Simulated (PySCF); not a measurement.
Species: C6H8O (charge +1 and doublet state).
Structure used (GFN2-xTB), in Å, numbered top down from 1:
```xyz
15
C6H8O angstrom
C     -1.6530    0.7895   -0.3532
C     -0.7330   -0.1197    0.4541
C     -0.9538   -1.6084    0.2118
C      0.6406    0.2587    0.3682
C      1.8052    0.5440    0.1572
C      3.1613    0.8898   -0.0081
O      3.9046    0.8847   -0.9268
H     -1.4668    0.6568   -1.4202
H     -2.6925    0.5290   -0.1662
H     -1.4971    1.8389   -0.1139
H     -0.9888    0.0575    1.5221
H     -1.9899   -1.8692    0.4152
H     -0.7517   -1.8510   -0.8326
H     -0.3015   -2.2205    0.8300
H      3.5118    1.2276    1.0139
```

The hyperfine couplings belong to this conformer and change with its torsions.

Identity: `CC(/[C+]=[C]/C=O)C` [radical] (charge +1).

Computed, not measured: UKS B3LYP, pcH-1 on C H O, non-relativistic, mean-field spin-orbit, GIAO in PySCF. Geometry: GFN2-xTB; no solvent, vibrations or thermal averaging. The geometry wasn't refined by DFT: couplings that depend on bond lengths, twists or pyramidal angles can differ widely from those at the functional's own minimum, by a factor of two or more for some ions and for spin on atoms past the first row. Stability of the SCF solution: not tested.

Question: Match the computed a_iso(13C) values +83.3, -58.7, -4.6, +2.2, -2.1 MHz (means over equivalent nuclei) with the sites C1/C3; C2; C4; C5; C6.

Answer: 
```tsv
site	a_iso (MHz)	ρ(0) (bohr⁻³)	position	distance from O7 (Å)	spin population	largest |T| (MHz)
C1/C3	+2.2	+0.0020	5 bonds from O7	5.58	+0.01	3.3
C2	-4.6	-0.0041	4 bonds from O7	4.94	+0.02	10.5
C4	-2.1	-0.0019	3 bonds from O7	3.57	+0.11	31.3
C5	+83.3	+0.0741	2 bonds from O7	2.39	+0.25	47.1
C6	-58.7	-0.0523	1 bond from O7	1.18	-0.06	12.9
```

Question: Match the computed a_iso(1H) values +432.4, +159.3, +7.4 MHz (means over equivalent nuclei) with the sites H8 (×6); H11; H15.

Answer: 
| site | a_iso (MHz) | ρ(0) (bohr⁻³) | position | distance from O7 (Å) | bound to | spin population there | largest \|T\| (MHz) |
| --- | --- | --- | --- | --- | --- | --- | --- |
| H8 (×6) | +7.4 | +0.0016 | 6 bonds from O7 | 5.86 | C1/C3 | +0.01 | 2.1 |
| H11 | +159.3 | +0.0356 | 5 bonds from O7 | 5.53 | C2 | +0.02 | 7.5 |
| H15 | +432.4 | +0.0967 | 2 bonds from O7 | 2.01 | C6 | -0.06 | 14.6 |

ρ(0) is the spin density at the nucleus and T the dipolar tensor; entries for several nuclei are means. The Mulliken spin populations are largest on O7 (+0.42), C5 (+0.25), H15 (+0.17) and C4 (+0.11). Three atoms exceed +0.15.

Nuclei that the bonding pattern makes equivalent are averaged, as if the motion that swaps them (rotation, inversion, ring flip) were fast. The six 1H nuclei of mean +7.4 MHz run from -2.4 to 22.6 MHz in the frozen geometry.

The SMILES `CC(C)/[C+]=[C]/C=O` draws the unpaired electron on C5, whose computed spin population is only +0.25.
